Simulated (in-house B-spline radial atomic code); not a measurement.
Settings and results of a run for La IX (La8+). Computed with a radial B-spline atomic code at the basis-set limit: Dirac-Kohn-Sham BP86, spherical fractional occupations, Fermi nucleus of rms radius 4.855 fm.

Command:
```bash
python run_scf.py task.json out
```
Settings (nuclear radius in fm, mass in u):
```
Z                57
configuration    [Kr] 4d10 5s2 5p1
hamiltonian      dirac
method           b88,p86
spin_polarised   False
nucleus          fermi
rms_radius       4.855
atomic_mass      138.90636
speed_of_light   137.035999084
```

Output (hartree, bohr):
```
 radial grid: 66 intervals, B-splines of order 8, outer radius 16.6667 bohr

 iter        energy (Eh)    residual
    1       -8449.818197    1.43e+00
    2       -8472.793555    8.02e-01
    3       -8482.325021    2.07e-01
    4       -8482.968554    4.91e-02
    5       -8482.996308    2.59e-02
    6       -8483.007399    3.18e-03
    7       -8483.007441    1.11e-04
    8       -8483.007441    3.35e-06
    9       -8483.007441    1.06e-07

 total energy                     -8483.00744
 kinetic                            9078.4766
 electron-nucleus                 -20446.8628
 Hartree                            3087.2285
 exchange-correlation               -201.8497

 first-order corrections (not in the total)
   Gaunt                             7.7740
   retardation                      -0.8090
   frequency dependence             -0.0845
   self-energy                       5.3373
   Uehling                          -0.7750
   Wichmann-Kroll                    0.0201
   recoil                            0.0222

 orbital      occ     eigenvalue          <r>       <r^2>       <1/r>       <r^4>       r_max    small
 1s1/2      2.000     -1426.9831    0.0250666 0.000853641     62.0168 1.91768e-06     0.01607  4.44e-02
 2s1/2      2.000      -230.3646     0.106969   0.0135577     14.5912 0.000317601     0.09108  9.62e-03
 2p1/2      2.000      -217.5059      0.08989  0.00995634     14.5748 0.000200355     0.06949  9.66e-03
 2p3/2      4.000      -202.3145    0.0959904   0.0112225     13.2509 0.000247845     0.07465  9.09e-03
 3s1/2      2.000       -52.3202      0.28474   0.0927724     5.25561   0.0130587      0.2605  2.93e-03
 3p1/2      2.000       -46.8944     0.274555    0.087607     5.16826   0.0122064      0.2472  2.87e-03
 3p3/2      4.000       -43.9319     0.286571   0.0952243     4.83941   0.0143415      0.2584  2.72e-03
 3d3/2      4.000       -34.4219     0.257581   0.0783519     4.70213   0.0111004      0.2082  2.60e-03
 3d5/2      6.000       -33.7879     0.261353   0.0805202      4.6184   0.0116717      0.2114  2.55e-03
 4s1/2      2.000       -13.5805     0.651945    0.479357     2.17932    0.333114      0.6077  9.03e-04
 4p1/2      2.000       -11.5777     0.671333     0.51208     2.07762    0.390039      0.6179  8.39e-04
 4p3/2      4.000       -10.9409     0.697571    0.552523     1.97144    0.453458      0.6418  7.90e-04
 4d3/2      4.000        -7.6458      0.75132     0.65215     1.76246    0.677431      0.6643  6.55e-04
 4d5/2      6.000        -7.5335     0.760229    0.667437      1.7368    0.708924      0.6721  6.43e-04
 5s1/2      2.000        -4.8118      1.41658     2.23273    0.949565     6.90173       1.342  2.56e-04
 5p1/2      0.333        -4.1701       1.5158      2.5624    0.880952     9.16313        1.43  2.28e-04
 5p3/2      0.667        -4.0334       1.5621     2.71996     0.84932     10.2953       1.478  2.18e-04
```

Cost of the run: 1.4 s on 1 thread of Arm Neoverse V2, with other jobs on the host.

For the Dirac Hamiltonian the kinetic term is c α·p + (β - 1)c².
